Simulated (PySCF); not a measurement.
# MoSe at ROHF

Computed with ROHF; PySCF, spin-free X2C with a Gaussian nucleus, basis sets Mo x2c-TZVPPall, Se x2c-TZVPPall.

- state: ⁵Π (quintet), unpaired electrons σ ↑, π ↑, δ ↑↑
- bond length: 2.281 Å
- harmonic wavenumber: 354 cm⁻¹
- force constant: 3.25 mdyn/Å
- rotational constant Be: 0.07364 cm⁻¹
- anharmonicity ωexe: 0.672 cm⁻¹
- vibration–rotation constant αe: 0.000201 cm⁻¹
- bond order (Mayer): 2.26
- dipole moment (positive dipole means Mo(−)Se(+)): -7.44 D

These are scalar-relativistic numbers at best; spin–orbit coupling would shift them, the dissociation energy most. UHF is strongly spin-contaminated for MoSe, so the ROHF reference used there is far from stable. Hartree–Fock leaves out correlation, which carries a large part of most bond energies and some tenths to 1 eV of ionisation energies. The state is the lowest single determinant that the PBE0 search found; with open d or f shells the true ground state can be another one.
